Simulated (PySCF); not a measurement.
**How methods differ on the excitation energy of Sr**

Sr [Kr] 5s2 (1S) → Sr [Kr] 5s1 5p1 (3P), as a difference of total energies. All numbers are calculated (PySCF 2.14, a scalar-relativistic core potential, in def2-TZVPPD with the def2 core potential (28 electrons)). Correlated levels: valence: 4s2 4p6 frozen. The calculations carry no spin-orbit coupling.

```
           method  excitation energy (eV)
              UHF                   0.985
    MP2 (valence)                   1.418
SCS-MP2 (valence)                   1.539
   CCSD (valence)                   1.586
```

**Question.** How much does correlation contribute at MP2 (valence)?

**Answer.** 1.418 − (0.985) = 0.433 eV, measured against UHF.

Errors of the correlated levels include the incompleteness of this basis and the frozen core.

With two correlated electrons CCSD is exact in that space.

For comparison: 1.823 eV (measured; NIST levels, between the centres of gravity of the two terms).
